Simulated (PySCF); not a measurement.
Bonds (- single, = double, # triple, : aromatic): B1-N2 1.531 Å, N2#C3 1.151 Å, C3-C4 1.447 Å. B1 carries H5, H6, H7; C4 carries H8, H9, H10. Formal charges: B1 -1, N2 +1.

Geometry: PBE0-D3(BJ)/def2-SVP; GIAO shifts from PySCF, gas phase, non-relativistic, averaged over equivalent atoms.

At PBE0/pcSseg-1 (98 basis functions, 13 s wall time on 1 thread of an Arm Neoverse N1, shared host):
| atoms | δ (ppm) |
| --- | --- |
| B1 | -36.4 |
| N2 | 238.2 |
| C3 | 113.1 |
| C4 | 2.2 |
| H8/H9/H10 | 2.18 |
| H5/H6/H7 | 2.13 |

δ = σ(ref) − σ, references computed at the same level: BF3·OEt2 for ¹¹B (σref 100.73); ¹⁵N (σref 265.67) vs NH3; TMS for ¹³C (σref 184.41) and ¹H (σref 31.27).

Question: Predict the values at KT3/pcSseg-2 on the same geometry.

Answer: 
```json
{"atoms": "B1", "δ at KT3/pcSseg-2": "-35.4", "change": "+1.0"}
{"atoms": "N2", "δ at KT3/pcSseg-2": "221.9", "change": "-16.3"}
{"atoms": "C3", "δ at KT3/pcSseg-2": "103.5", "change": "-9.6"}
{"atoms": "C4", "δ at KT3/pcSseg-2": "2.8", "change": "+0.6"}
{"atoms": "H8/H9/H10", "δ at KT3/pcSseg-2": "2.17", "change": "-0.01"}
{"atoms": "H5/H6/H7", "δ at KT3/pcSseg-2": "2.14", "change": "+0.01"}
```

δ = σ(ref) − σ, references computed at the same level: ¹¹B (98.64 ppm) against BF3·OEt2; ¹⁵N (258.71 ppm) against NH3; ¹³C (181.31 ppm), ¹H (31.35 ppm) against TMS.

The largest change is at N2 (donor nitrogen of a Lewis adduct). Cost: 228 basis functions, 37 s wall time on 1 thread of an Arm Neoverse N1, shared host.

Experimental scales use liquid or dissolved standards, which lie at an offset from isolated NH3 (liquid NH3: subtract about 20 ppm). Unscaled 15N shifts of sp2 nitrogen come out 20 to 40 ppm too high even then.
